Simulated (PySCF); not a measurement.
## Two-component Hartree-Fock for Bi²⁺ (bismuth, charge +2)

Start: [Xe] 4f14 5d10 6s2 6p1; 6p1/2 filled at m_j = +1/2. Calculated with PySCF 2.14 in x2c-TZVPPall-2c with one added diffuse shell each of s, p, d, f type (12s12p10d4f, 126 functions): generalised Hartree-Fock with the X2C-1e Hamiltonian and a Gaussian nucleus; spin-orbit coupling (SO) screened by Boettger's factors.

| spinor shell | electrons | ε, screened SO (eV) | weight of nominal j (screened SO) | rms radius, screened SO (bohr) |
| --- | --- | --- | --- | --- |
| 1s1/2 | 2 | -91027.4 | 1.000 | 0.0178 |
| 2s1/2 | 2 | -16525.2 | 1.000 | 0.0718 |
| 2p1/2 | 2 | -15853.5 | 1.000 | 0.0606 |
| 2p3/2 | 4 | -13529.1 | 1.000 | 0.0691 |
| 3s1/2 | 2 | -4075.2 | 1.000 | 0.183 |
| 3p1/2 | 2 | -3772.6 | 1.000 | 0.175 |
| 3p3/2 | 4 | -3245.0 | 1.000 | 0.192 |
| 3d3/2 | 4 | -2754.8 | 1.000 | 0.168 |
| 3d5/2 | 6 | -2643.4 | 1.000 | 0.172 |
| 4s1/2 | 2 | -988.37 | 1.000 | 0.401 |
| 4p1/2 | 2 | -855.70 | 1.000 | 0.404 |
| 4p3/2 | 4 | -723.81 | 1.000 | 0.438 |
| 4d3/2 | 4 | -507.85 | 1.000 | 0.446 |
| 4d5/2 | 6 | -482.56 | 1.000 | 0.457 |
| 4f5/2 | 6 | -199.50 | 1.000 | 0.479 |
| 5s1/2 | 2 | -198.83 | 1.000 | 0.890 |
| 4f7/2 | 8 | -194.05 | 1.000 | 0.481 |
| 5p1/2 | 2 | -150.64 | 1.000 | 0.952 |
| 5p3/2 | 4 | -125.13 | 1.000 | 1.04 |
| 5d3/2 | 4 | -55.005 | 1.000 | 1.29 |
| 5d5/2 | 6 | -51.543 | 1.000 | 1.33 |
| 6s1/2 | 2 | -33.950 | 0.998 | 2.25 |
| 6p1/2 | 1 | -25.291 | 1.000 | 2.63 |

```csv
quantity,screened SO
E (hartree),-21554.17029
M_J,1/2
⟨J²⟩,0.758
⟨L²⟩,2.216
⟨S²⟩,0.953
```

Each row is a mean over spinors that exchange with the open shell spreads, by up to 0.737 eV (6s1/2).

Breit and QED terms are absent; they matter most for the inner s and p1/2 levels.

Densities and radii are taken from the X2C orbitals without a picture-change correction, which distorts them close to the nucleus.
